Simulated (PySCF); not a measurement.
GeOBr2, SMILES [O]=[Ge]([Br])[Br].

Geometry optimised at B3LYP-D3(BJ)/def2-SVP.

The numbers are results of PBE/def2-TZVP in PySCF, not measurements.

Gas-phase values at a fixed geometry.

Computed frontier levels, gap, dipole moment and polarisability:
| Property | Value |
|---|---|
| highest occupied level | -7.14 eV |
| lowest empty level | -4.05 eV |
| orbital gap | 3.08 eV |
| dipole moment | 2.69 D |
| quadrupole, principal values (traceless, Buckingham form, about the centre of nuclear charge) | -10.61, 5.00, 5.61 D·Å |
| mean static polarisability | 73.2 bohr³ (10.85 Å³) |
| polarisability, principal values | 46.9, 76.9, 95.9 bohr³ |
